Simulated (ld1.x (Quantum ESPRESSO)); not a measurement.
Logarithmic derivatives: nickel, PAW

* Element: nickel
* Generator: ld1.x (Quantum ESPRESSO) 7.5
* Type: PAW
* Functional: PBE
* Relativity: scalar-relativistic
* Frozen core: [Ar]
* Valence charge: 10
* Reference configuration: 3d8 4s2 4p0
* Partial waves: 4s (bound): rcut 1.55, rcutus 2.15 bohr; 4s channel at 0.75 Ry: rcut 1.55, rcutus 2.15 bohr; 4p (bound, empty): rcut 3.30, rcutus 3.60 bohr; 4p channel at 4.05 Ry: rcut 3.30, rcutus 3.60 bohr; 3d (bound): rcut 0.85, rcutus 0.95 bohr; 3d channel at 4.5 Ry: rcut 0.85, rcutus 0.95 bohr
* Local potential: all-electron potential smoothed inside 1.20 bohr (lloc = -2)
* Core correction: Bessel-smoothed model core inside 0.68 bohr
* Augmentation charge: BESSEL, radius 0.80 bohr

The phase is arctan(r·u′/u) with u = r·R(r), unwrapped; energies in Ry, scanned from -3 to 5 Ry. A pole is an energy at which the radial function vanishes at the test radius. The pseudo phase is shifted by a multiple of π to meet the all-electron one at the reference energy, and phase errors are pseudo minus all-electron; the curves can meet again beyond the range given. Levels narrower than the energy grid can be missing from the lists of poles.

```csv
channel,radius (bohr),reference energy (Ry),"poles, all-electron","poles, pseudo",unbroken range about the reference energy with phases within 0.05 rad,phase error 1 Ry above the reference energy (rad)
s,3.90,-0.41,"-0.15, 2.80","-0.15, 2.77, 3.40",below 3.3,+0.000
p,3.90,-0.09,"0.46, 3.49","0.45, 3.48",below 1.3,-0.014
d,3.90,-0.65,"-0.64, 1.54, 4.75","-0.64, 1.54, 4.75",the whole range,+0.000
```

Phases in the p channel:

```tsv
E (Ry)	all-electron	pseudo
-3.00	1.418	1.417
-2.76	1.411	1.410
-2.52	1.403	1.402
-2.28	1.393	1.393
-2.04	1.382	1.381
-1.80	1.367	1.367
-1.56	1.350	1.349
-1.32	1.326	1.325
-1.08	1.293	1.292
-0.84	1.241	1.239
-0.60	1.145	1.143
-0.36	0.901	0.899
-0.12	-0.169	-0.169
0.12	-1.258	-1.260
0.36	-1.515	-1.519
0.60	-1.631	-1.638
0.84	-1.717	-1.729
1.08	-1.813	-1.834
1.32	-1.964	-2.013
1.56	-2.328	-2.491
1.80	-3.410	-3.674
2.04	-4.193	-4.268
2.28	-4.437	-4.464
2.52	-4.545	-4.559
2.76	-4.609	-4.616
3.00	-4.651	-4.655
3.24	-4.684	-4.686
3.48	-4.711	-4.713
3.72	-4.736	-4.737
3.96	-4.761	-4.761
4.20	-4.787	-4.787
4.44	-4.817	-4.818
4.68	-4.856	-4.860
4.92	-4.912	-4.929
```
